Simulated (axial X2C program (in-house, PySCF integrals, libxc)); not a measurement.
**Bond lengths and stretching modes, held linear, of FGeF**

Calculated with an in-house all-electron X2C program for linear molecules (integrals from PySCF): two-component X2C with atomic mean-field Coulomb and Gaunt terms, Gaussian nuclei, basis F dyall-av3z, Ge dyall-v3z with contracted cores. Spin-free rows use the one-electron spin-free X2C Hamiltonian.

Masses F 18.998, Ge 73.921, F 18.998 u. States: 2c Ω = 0 (all partner blocks equally filled); spin-free M_S = 0, Λ = 0 (closed shell).

LDA, 2c: energies above the lowest point

| r(F–Ge) (Å) | r(Ge–F) (Å) | E (meV) |
| --- | --- | --- |
| 1.7959 | 1.7959 | 23.30 |
| 1.7959 | 1.8420 | 8.52 |
| 1.7959 | 1.8881 | 27.06 |
| 1.8420 | 1.7959 | 8.52 |
| 1.8420 | 1.8420 | 0.00 |
| 1.8420 | 1.8881 | 24.60 |
| 1.8420 | 1.9341 | 75.27 |
| 1.8881 | 1.7959 | 27.06 |
| 1.8881 | 1.8420 | 24.60 |
| 1.8881 | 1.8881 | 55.04 |
| 1.9341 | 1.8420 | 75.27 |
| 1.9341 | 1.9341 | 172.95 |

**Question.** Fit a quadratic surface with cubic terms in each bond: where is the minimum, and what are the two stretching wavenumbers?

**Answer.** At LDA, 2c: bonds 1.831 and 1.831 Å; harmonic stretches 521.3 and 541.0 cm⁻¹; force constants 2.6, 2.6 and coupling 0.44 mdyn/Å.

The other levels and Hamiltonians give:

```json
{"Hamiltonian": "2c", "level": "PBE0", "r(F–Ge) (Å)": "1.840", "r(Ge–F) (Å)": "1.840", "lower stretch (cm⁻¹)": "519.9", "upper stretch (cm⁻¹)": "528.6"}
{"Hamiltonian": "2c", "level": "HF", "r(F–Ge) (Å)": "1.825", "r(Ge–F) (Å)": "1.825", "lower stretch (cm⁻¹)": "504.5", "upper stretch (cm⁻¹)": "524.0"}
{"Hamiltonian": "2c", "level": "MP2", "r(F–Ge) (Å)": "1.836", "r(Ge–F) (Å)": "1.836", "lower stretch (cm⁻¹)": "523.8", "upper stretch (cm⁻¹)": "537.3"}
{"Hamiltonian": "spin-free", "level": "PBE0", "r(F–Ge) (Å)": "1.840", "r(Ge–F) (Å)": "1.840", "lower stretch (cm⁻¹)": "519.9", "upper stretch (cm⁻¹)": "528.6"}
{"Hamiltonian": "spin-free", "level": "HF", "r(F–Ge) (Å)": "1.824", "r(Ge–F) (Å)": "1.824", "lower stretch (cm⁻¹)": "504.4", "upper stretch (cm⁻¹)": "524.0"}
{"Hamiltonian": "spin-free", "level": "LDA", "r(F–Ge) (Å)": "1.831", "r(Ge–F) (Å)": "1.831", "lower stretch (cm⁻¹)": "521.3", "upper stretch (cm⁻¹)": "541.0"}
{"Hamiltonian": "spin-free", "level": "MP2", "r(F–Ge) (Å)": "1.835", "r(Ge–F) (Å)": "1.835", "lower stretch (cm⁻¹)": "523.8", "upper stretch (cm⁻¹)": "537.4"}
```

Each state is one determinant, the lowest of a limited PBE0 search; the stretches come from a fit to these few points and carry an uncertainty of a few per cent. Other orders of the atoms were not compared. MP2 freezes inner shells (threshold -2 hartree). The molecule was held linear; bending was not examined, so a bent shape may lie lower.
